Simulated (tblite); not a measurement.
Compound: C7H6OSi (charge +1 and doublet state).
Bonds: O1–C2 (double), C2–C3, C3–C4, C4–C5, C5–C6 (double), C6–C7, C7–C8 (double), C8–Si9, C3–C8, C4–C7. Hydrogens: H10 on C2; H11 on C5; H12 on C6; H13, H14, H15 on Si9.
Bond orders are those of one Lewis drawing.

Computed with GFN2-xTB (tblite), gas phase: L-BFGS steps from a force-field or distance-geometry start until the largest atomic force falls under 0.01 eV/Å.

At the end of the run (lengths in Å): C4–C5 1.372, C4–C7 1.810, C8–Si9 1.952, C5=C6 1.412, O1=C2 1.196, C3–C8 1.433, C6–C7 1.373, C3–C8–Si9 123.0°, C2–C3–C8 122.4°, C7–C8–Si9 139.9°, C2–C3–C4 138.8°, O1–C2–C3–C4 180°, C2–C3–C4–C5 180°, C3–C4–C5–C6 0°.

Question: These geometries were met on the way; a selection of coordinates is given. Order them by energy above the end point, lowest first.
A. C4–C5 1.378, C4–C7 1.765, C8–Si9 1.993, C5=C6 1.402, O1=C2 1.183, C3–C8 1.452, C6–C7 1.380, C3–C8–Si9 135.4°, C2–C3–C8 129.2°, C7–C8–Si9 129.3°, C2–C3–C4 133.0°, O1–C2–C3–C4 180°, C2–C3–C4–C5 180°, C3–C4–C5–C6 0°
B. C4–C5 1.497, C4–C7 1.701, C8–Si9 1.867, C5=C6 1.329, O1=C2 1.231, C3–C8 1.477, C6–C7 1.412, C3–C8–Si9 133.0°, C2–C3–C8 134.0°, C7–C8–Si9 133.7°, C2–C3–C4 129.8°, O1–C2–C3–C4 180°, C2–C3–C4–C5 -178°, C3–C4–C5–C6 -3°
C. C4–C5 1.433, C4–C7 1.704, C8–Si9 1.914, C5=C6 1.429, O1=C2 1.144, C3–C8 1.478, C6–C7 1.390, C3–C8–Si9 133.6°, C2–C3–C8 130.8°, C7–C8–Si9 133.1°, C2–C3–C4 133.0°, O1–C2–C3–C4 180°, C2–C3–C4–C5 -178°, C3–C4–C5–C6 -3°
D. C4–C5 1.373, C4–C7 1.799, C8–Si9 1.957, C5=C6 1.414, O1=C2 1.190, C3–C8 1.443, C6–C7 1.372, C3–C8–Si9 134.5°, C2–C3–C8 129.9°, C7–C8–Si9 129.8°, C2–C3–C4 130.7°, O1–C2–C3–C4 180°, C2–C3–C4–C5 180°, C3–C4–C5–C6 0°
E. C4–C5 1.379, C4–C7 1.708, C8–Si9 1.947, C5=C6 1.443, O1=C2 1.204, C3–C8 1.471, C6–C7 1.362, C3–C8–Si9 134.4°, C2–C3–C8 130.4°, C7–C8–Si9 132.3°, C2–C3–C4 133.0°, O1–C2–C3–C4 180°, C2–C3–C4–C5 -178°, C3–C4–C5–C6 -2°

Answer: D (0.096 eV), A (0.156 eV), E (0.255 eV), C (0.422 eV), B (0.758 eV).

| step | E above end (eV) | rms distance from the end, all atoms (Å) | largest force (eV/Å) | rms shift of all bonds from the end (Å) |
| --- | --- | --- | --- | --- |
| 10 | 0.096 | 0.237 | 0.242 | 0.007 |
| 5 | 0.156 | 0.257 | 0.600 | 0.018 |
| 2 | 0.255 | 0.266 | 1.273 | 0.030 |
| 1 | 0.422 | 0.268 | 4.246 | 0.039 |
| 0 | 0.758 | 0.272 | 4.310 | 0.055 |

Rows stand in the order of the answer.
